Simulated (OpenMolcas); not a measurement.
How basis sets differ on IF (iodine monofluoride)

IF has 2 atoms, charge 0, and is taken as a singlet. SMILES: `FI`. The bond length is the measured one.

```xyz
2

F     0.0000    0.0000    0.0000
I     0.0000    0.0000    1.9098
```

Each level gives the dipole moment (D). The values are calculated.

| level | kind | program | value (D) |
| --- | --- | --- | --- |
| B97-D (no dispersion term)/def2-SVP (core potential) | GGA | OpenMolcas | 2.01 |
| B97-D (no dispersion term)/def2-SVPD (core potential) | GGA | OpenMolcas | 1.81 |
| B97-D (no dispersion term)/def2-TZVP (core potential) | GGA | OpenMolcas | 1.81 |
| B97-D (no dispersion term)/def2-TZVPD (core potential) | GGA | OpenMolcas | 1.71 |
| B97-D (no dispersion term)/def2-QZVPPD (RICD fitting, core potential) | GGA | OpenMolcas | 1.70 |

The values span 1.70 to 2.01 D.
